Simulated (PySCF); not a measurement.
Harmonic spectrum computed at PBE0 in the def2-TZVPD basis family (core potentials from Rb on, PySCF, no spin–orbit coupling):

```
symmetry  ω (cm⁻¹)  IR (km/mol, summed over degenerate members)
      πu       108                                         38.8
     σg+       391                                          0.0
     σu+       484                                          144
```

Q: Which molecule gave it? In each, all ligands are bound to the one heavy central atom.
A. TlS₂⁻ (singlet)
B. InS₂⁻ (singlet)
C. SbS₂⁻ (singlet)
D. GaS₂⁻ (singlet)

A: B. It has D∞h symmetry with In–S 2.242 Å (×2).
